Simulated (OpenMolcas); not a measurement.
Ag VIII: from CASSCF to CASPT2

```
Program             : OpenMolcas
Basis               : ANO-RCC-VTZP [7s6p4d2f1g]
Scalar Hamiltonian  : DKH2, point nucleus
Active space        : 4 electrons in 5 orbitals (4d)
State averaging     : 2S+1 = 5 even, 5 roots; 2S+1 = 3 even, 45 roots kept (CI in the orbitals of an earlier block); 2S+1 = 1 even, 50 roots kept (CI in the orbitals of an earlier block)
Spin-orbit coupling : state interaction with AMFI integrals over the reference wave functions, term energies averaged over their components
```

Methods on the same reference wave functions:
A. CASSCF
B. SS-CASPT2, IPEA 0.25 Eh, imaginary shift 0.1 Eh (closed shells correlated: 4s 4p)
C. MS-CASPT2, IPEA 0.25 Eh, imaginary shift 0.1 Eh (closed shells correlated: 4s 4p)

Energies in cm⁻¹ above 4d⁴ ⁵D₀, the measured ground level; measured values from Atoms 5, 11 (2017), spectra Ag VII to Ag IX.

| Level | A | B | C | Measured |
| --- | --- | --- | --- | --- |
| 4d⁴ ⁵D₀ | 0.0 | 0.0 | 0.0 | 0.0 |
| 4d⁴ ⁵D₁ | 1151 | 1262 | 1261 | 1340 |
| 4d⁴ ⁵D₂ | 2903 | 3080 | 3070 | 3212 |
| 4d⁴ ⁵D₃ | 4938 | 5110 | 5110 | 5292 |
| 4d⁴ ⁵D₄ | 7115 | 7230 | 7230 | 7443 |
| 4d⁴ ³P₀(1) | 25031 | 21810 | 21810 | 21309 |
| 4d⁴ ³H₄ [69 %] | 26210 | 24340 | 24340 | 23302 |
| 4d⁴ ³H₅ | 28787 | 27200 | 27200 | 26250 |
| 4d⁴ ³P₁(1) | 30014 | 26900 | 26900 | 26526 |
| 4d⁴ ³H₆ | 30585 | 29140 | 29130 | 28185 |
| 4d⁴ ³F₂(1) | 31821 | 28770 | 28800 | 28051 |
| 4d⁴ ³F₄(1) [54 %] | 32858 | 30310 | 30300 |  |
| 4d⁴ ³P₂(1) | 36165 | 32720 | 32710 | 32134 |
| 4d⁴ ³F₃(1) [50 %] | 36742 | 33780 | 33760 |  |
| 4d⁴ ³G₄ [61 %] | 36972 | 33860 | 33840 | 32698 |
| 4d⁴ ³G₅ | 38797 | 36050 | 36050 | 35077 |
| 4d⁴ ¹I₆ | 43328 | 41150 | 41140 | 39744 |
| 4d⁴ ³D₃ | 43503 | 38270 | 38270 | 36879 |
| 4d⁴ ³D₂ [69 %] | 44341 | 39480 | 39480 | 38402 |
| 4d⁴ ³D₁ | 45551 | 40400 | 40400 | 39191 |
| 4d⁴ ¹G₄(1) [73 %] | 47947 | 44320 | 44290 | 43104 |
| 4d⁴ ¹S₀(1) | 52753 | 46300 | 46290 |  |
| 4d⁴ ¹D₂(1) | 55061 | 50230 | 50230 |  |
| 4d⁴ ¹F₃ | 60297 | 54010 | 54010 | 52004 |

Deviations, from unrounded energies. A percentage is the sum of absolute deviations over the sum of measured energies, with the sign that they share, or ± where signs differ.

```csv
Against measurement,Levels,A,B,C
mean absolute deviation (cm-1),19,3600,850,850
fine structure of the ground term (%),4,-6.8,-3.5,-3.5
other terms of the ground configuration (%),15,+13.2,+3.1,+3.1
```

B, C lie about equally close to measurement and A furthest from it. The largest miss of C in the table is 4d⁴ ¹F₃, by +2000 cm-1. The ranking rests on the paired levels alone, and a cruder setting can come out closer through cancelling errors.

Between B and C the level of the table that moves most is 4d⁴ ³F₂(1), by 26 cm-1 (lowest in B, highest in C). Moves below CASPT2's spread within the term are not significant.

The two smallest mean deviations differ by little beside CASPT2's spread within terms, so their order carries little weight.

From A to B the spin-free energies of the other terms of 4d⁴ shown, above ⁵D, scale by factors of 0.85 to 0.93, as is usual when dynamic correlation screens the repulsion within a d or f shell.

The lowest spin-free term lies below A's lowest term by 0.295 hartree in B, 0.295 hartree in C.

Term energies are means over components that CASPT2 splits; among the terms shown or strongly mixed into the levels shown the widest spread is 1000 cm-1 (4d⁴ ¹I, C). Terms from blocks run as CI alone lack orbitals of their own. Without dynamic correlation excited terms often stand tens of per cent too high (terms of higher spin than the ground term too low), and those without a measured partner can miss by more than the paired ones (holds for A). Some levels mix across a computed gap that differs much from the measured one, so their mixing is not that of the real levels (holds for A). The CASPT2 spread within a term exceeds the gap to the next term for 4d⁴ ³D and 4d⁴ ¹I, 4d⁴ ¹I and 4d⁴ ¹G(1), so the order of their levels is uncertain (holds for C). Measured partners are found by configuration, term and J. A level has none where our copy of the source lacks it or the pairing is in doubt (some pairs that miss far off the trend of their configuration count as doubtful), and it then counts in no deviation. Levels of configurations outside the active space are missing. Levels that lie high or do not pair safely by name in every column are left out.

A share in square brackets marks a mixed level and gives the weight of the term that names it, the lowest over the columns. A number in round brackets counts repeated terms of one configuration in the order of the reference energies.
